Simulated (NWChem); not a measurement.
A series in which one site is exchanged, each optimised at PBE0/def2-SVP with NWChem, gas phase unless a solvent is named. Some are not confirmed as minima by frequencies. def2 effective core potentials on In, I; no spin-orbit coupling.

A: [F][In]([F])[I] (InIF2; site = I)
B: [F][In]([F])[Cl] (InClF$_{2}$; site = Cl)
C: [F][In]([F])[Br] (InBrF$_{2}$; site = Br)
D: [F][In]([F])[F] (InF$_{3}$; site = F)

Values for A:

```
Quantity                                                  Result
--------------------------------------------------------  ------
dipole (D), PBE0/def2-SVP                                   2.22
orbital gap (eV), PBE0/def2-SVP                             5.31
static polarisability, CAM-B3LYP/def2-SVPD (bohr³)          66.4
lowest singlet excitation, CAM-B3LYP/def2-SVPD, TDA (eV)    4.06
```

**Question.** How do these values change for the other members?

**Answer.** 
```
change from A                                                 B      C      D
--------------------------------------------------------  -----  -----  -----
dipole (D), PBE0/def2-SVP                                 -1.30  -0.77  -2.22
orbital gap (eV), PBE0/def2-SVP                           +1.16  +0.67  +2.18
static polarisability, CAM-B3LYP/def2-SVPD (bohr³)        -21.9  -13.8  -37.0
lowest singlet excitation, CAM-B3LYP/def2-SVPD, TDA (eV)  +1.15  +0.64  +2.18
```
